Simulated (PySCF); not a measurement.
Electron correlation in Co⁺ (cobalt, charge +1)

[Ar] 3d7 4p1, one real determinant (an excited configuration). Computed with PySCF 2.14 in aug-cc-pwCVTZ-DK (10s9p7d4f3g, 127 functions), with the spin-free X2C one-electron Hamiltonian (Gaussian nucleus). Frozen: [Ne]; 16 electrons correlated.

MP2 pair energies summed by pair of shells (mhartree):

```csv
pair,energy,share (%)
3p-3d,-248.39,38.1
3d-3d,-204.12,31.3
3p-3p,-80.79,12.4
3s-3d,-51.64,7.9
3s-3p,-41.37,6.3
3d-4p,-14.75,2.3
3s-3s,-5.77,0.9
3p-4p,-4.40,0.7
3s-4p,-0.48,0.1
```

Total MP2 correlation energy: -651.70 mhartree.

Same-spin part -211.22 and opposite-spin part -440.48 mhartree; SCS-MP2 scales them by 1/3 and 6/5 to -598.99 mhartree.

The reference is one real determinant that mixes LS terms of this configuration.
